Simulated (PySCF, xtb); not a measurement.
H3O3Re, SMILES [OH][Re]([OH])[OH] (connectivity only; charge and spin as stated), neutral, multiplicity 3. One conformer was computed; it need not be the lowest.

Harmonic wavenumbers (cm⁻¹) from xtb with GFN2-xTB at its own minimum, in rising order: 77, 97, 194, 482, 488, 503, 525, 534, 544, 668, 674, 869, 3357, 3425, 3433.

Q: What does PySCF with B3LYP-D3(BJ)/def2-SVP give at its own minimum? (An estimate is asked for; the answer gives what the named calculation found.)

A: 178, 184, 192, 432, 466, 488, 692, 702, 706, 730, 732, 746, 3718, 3719, 3724. Paired by order, the mean absolute difference is 131 cm⁻¹ and the zero-point energies are 22.7 and 24.9 kcal/mol.
